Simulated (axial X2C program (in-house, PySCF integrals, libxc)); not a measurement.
# NaSe⁺: cheaper levels and CCSD(T), with spin–orbit coupling

Computed with an in-house relativistic program for diatomic molecules. Two-component (2c) means X2C with spin–orbit coupling and atomic mean-field two-electron Coulomb and Gaunt terms. Basis: Se dyall-cv3z [8s9p6d4f1g], Na dyall-cv3z [9s8p5d2f] (cores contracted in-house); Gaussian nuclei, density fitting, unrestricted open shells. Masses: Se 79.917 u, Na 22.990 u.

State: Ω = 1 (⟨Sz⟩ = 0.96, ⟨Lz⟩ = 0.04 at HF); fragments Se + Na+.

| level | Re (Å) | ωe (cm⁻¹) | De (eV) |
| --- | --- | --- | --- |
| PBE0 | 2.944 | 158.0 | 0.594 |
| HF | 3.012 | 145.7 | n/a |
| MP2 | 2.961 | 153.7 | 0.474 |
| CCSD | 2.968 | 153.2 | 0.488 |
| B3LYP | 2.955 | 155.3 | 0.539 |

Correlated methods: 14 electrons correlated (number of frozen shells: Se 3 s, 2 p, 1 d; Na 1 s), 236 virtual spin orbitals or spinors in MP2, 90 natural virtuals in coupled cluster.

CCSD(T), same Hamiltonian and basis:

Re = 2.963 Å, ωe = 153.6 cm⁻¹, De = 0.47 eV; T1 = 0.007 (Lee–Taylor normalisation).

Give the differences from CCSD(T) in the columns below.



```csv
level,ΔRe (Å),Δωe (cm⁻¹),ΔDe (eV)
PBE0,-0.019,4.4,0.12
HF,0.049,-7.9,n/a
MP2,-0.002,0.1,0.00
CCSD,0.005,-0.4,0.02
B3LYP,-0.008,1.7,0.07
```

Occupations by symmetry block were frozen at the best pattern of an incomplete PBE0 search. Dissociation energies refer to the lowest single-determinant-based atoms at the same level and basis. De is not given where an atomic determinant may have missed its ground term or J level, or where the truncated virtual space spoils (T). Density functionals use the spin component along the axis (collinear). CCSD and (T) use frozen natural virtuals with an MP2 correction for the truncation; (T) itself is uncorrected, so its De runs slightly low. The functionals have no current-density term, which raises determinants with orbital currents, atoms included. With several unpaired electrons one determinant need not be a pure state. Open-shell Ω = 0 determinants with evenly filled partner blocks cannot be reached by this program, so the Ω shown need not be the lowest component. This is the Ω = 1 component of a π² triplet; the 0⁺ component is not one determinant and can lie lowest.
